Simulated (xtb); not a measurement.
C$_{5}$H$_{13}$O$_{3}$Si, charge +1, singlet, from a rough starting geometry; xtb 6.7.1 with GFN2-xTB.

The xtb input:
```
$ xtb mol.xyz --gfn 2 --chrg 1 --opt vtight --json

# file mol.xyz
22

C     -0.79697494    -2.32875688    -1.42694387
C     -0.52716191    -1.04366660    -1.55258050
Si    -0.21540101     0.18103073    -0.16903096
O     -0.34999350     1.73405036    -0.38659646
C     -1.46087622     2.61231462    -0.67965634
O     -0.56328222    -0.56034123     1.22509151
C     -0.79033462    -0.28270789     2.59231328
O      1.64008292     0.32704141    -0.04975804
C      2.54056178    -0.69046456    -0.00674608
H     -0.79985939    -2.82046246    -0.49262650
H     -0.97406231    -2.92090289    -2.32886299
H     -0.50648660    -0.54571020    -2.60405880
H     -1.04085547     3.68152276    -0.46918428
H     -2.21869657     2.46513759     0.04845416
H     -1.72643115     2.49863119    -1.70220720
H      0.17618655    -0.16117185     3.10950504
H     -1.31153912     0.65674316     2.66626805
H     -1.37528826    -1.12651291     2.94882357
H      1.98907459     1.08486246    -0.60574312
H      2.03922011    -1.43988118     0.67417171
H      2.65667636    -1.20613346    -0.92845279
H      3.50979817    -0.37960683     0.40427981
```

The log (banner, timings and long lists left out):

```
   ID    Z sym.   atoms
    1    6 C      1, 2, 5, 7, 9
    2   14 Si     3
    3    8 O      4, 6, 8
    4    1 H      10-22

           -------------------------------------------------
          |                Calculation Setup                |
           -------------------------------------------------

           -------------------------------------------------
          |                 G F N 2 - x T B                 |
           -------------------------------------------------

          ...................................................
          :                      SETUP                      :
          :.................................................:
          :  # basis functions                  55          :
          :  # atomic orbitals                  54          :
          :  # shells                           32          :
          :  # electrons                        54          :
          :  max. iterations                   250          :
          :  Hamiltonian                  GFN2-xTB          :
          :  restarted?                      false          :
          :  GBSA solvation                  false          :
          :  PC potential                    false          :
          :  electronic temp.          300.0000000     K    :
          :  accuracy                    1.0000000          :
          :  -> integral cutoff          0.2500000E+02      :
          :  -> integral neglect         0.1000000E-07      :
          :  -> SCF convergence          0.1000000E-05 Eh   :
          :  -> wf. convergence          0.1000000E-03 e    :
          :  Broyden damping             0.4000000          :
          :  net charge                          1          :
          :  unpaired electrons                  0          :
          ...................................................

 iter      E             dE          RMSdq      gap      omega  full diag
   1    -31.1243275 -0.311243E+02  0.607E+00    4.78       0.0  T
   2    -31.2057560 -0.814285E-01  0.441E+00    4.66       1.0  T
   3    -31.2053014  0.454577E-03  0.208E+00    4.62       1.0  T
   4    -31.1967777  0.852376E-02  0.147E+00    4.45       1.0  T
   5    -31.2169895 -0.202119E-01  0.611E-01    4.56       1.0  T
   6    -31.2173339 -0.344354E-03  0.271E-01    4.61       1.0  T
   7    -31.2177034 -0.369515E-03  0.154E-01    4.58       1.0  T
   8    -31.2177668 -0.633674E-04  0.385E-02    4.60       1.0  T
[...]
 * total energy  :   -30.8985249 Eh     change       -0.2375296E-06 Eh
 * total energy  :   -30.8985252 Eh     change       -0.2849140E-06 Eh
 * total energy  :   -30.8985257 Eh     change       -0.5372081E-06 Eh
 * total energy  :   -30.8985265 Eh     change       -0.7842889E-06 Eh
 * total energy  :   -30.8985277 Eh     change       -0.1180253E-05 Eh
 * total energy  :   -30.8985287 Eh     change       -0.9793468E-06 Eh
 * total energy  :   -30.8985272 Eh     change        0.1438755E-05 Eh
 * total energy  :   -30.8985294 Eh     change       -0.2190767E-05 Eh
 * total energy  :   -30.8985298 Eh     change       -0.3397393E-06 Eh
 * total energy  :   -30.8985292 Eh     change        0.5516913E-06 Eh
 * total energy  :   -30.8985305 Eh     change       -0.1266801E-05 Eh
 * total energy  :   -30.8985306 Eh     change       -0.9035012E-07 Eh
   *** GEOMETRY OPTIMIZATION CONVERGED AFTER 44 ITERATIONS ***
         :: total energy             -30.898530565869 Eh    ::
[...]
     1   6 C    3.972 --     2 C    1.970    10 H    0.974    11 H    0.969
     2   6 C    3.990 --     1 C    1.970    12 H    0.961     3 Si   0.914
     3  14 Si   4.177 --     6 O    1.318     4 O    1.269     2 C    0.914
                             8 O    0.550
     4   8 O    2.381 --     3 Si   1.269     5 C    0.949
     5   6 C    3.900 --    14 H    0.984    15 H    0.981    13 H    0.976
                             4 O    0.949
     6   8 O    2.415 --     3 Si   1.318     7 C    0.934
     7   6 C    3.897 --    17 H    0.983    16 H    0.976    18 H    0.976
                             6 O    0.934
     8   8 O    2.446 --     9 C    0.930    19 H    0.850     3 Si   0.550
     9   6 C    3.870 --    20 H    0.982    21 H    0.980    22 H    0.975
                             8 O    0.930
    10   1 H    0.994 --     1 C    0.974
    11   1 H    0.991 --     1 C    0.969
    12   1 H    0.994 --     2 C    0.961
    13   1 H    0.991 --     5 C    0.976
    14   1 H    0.995 --     5 C    0.984
    15   1 H    0.994 --     5 C    0.981
    16   1 H    0.993 --     7 C    0.976
    17   1 H    0.995 --     7 C    0.983
    18   1 H    0.991 --     7 C    0.976
    19   1 H    0.870 --     8 O    0.850
    20   1 H    0.989 --     9 C    0.982
    21   1 H    0.992 --     9 C    0.980
    22   1 H    0.989 --     9 C    0.975
 ---------------------------------------------------------------------------

Topologies differ in total number of bonds
Writing topology from bond orders to xtbtopo.mol

molecular dipole:
                 x           y           z       tot (Debye)
 q only:        0.950       0.284      -0.120
   full:        1.166       0.552      -0.235       3.332
molecular quadrupole (traceless):
                xx          xy          yy          xz          yz          zz
 q only:        4.740      -3.196      -1.921      -1.866      -0.970      -2.819
  q+dip:        3.476       0.801      -1.799      -2.464      -0.556      -1.677
   full:        6.394      -1.730      -3.292      -2.440      -0.836      -3.102

optimized geometry written to: xtbopt.xyz

           -------------------------------------------------
          | TOTAL ENERGY              -30.898530565869 Eh   |
          | GRADIENT NORM               0.000074789522 Eh/α |
          | HOMO-LUMO GAP               4.652559952916 eV   |
           -------------------------------------------------
```
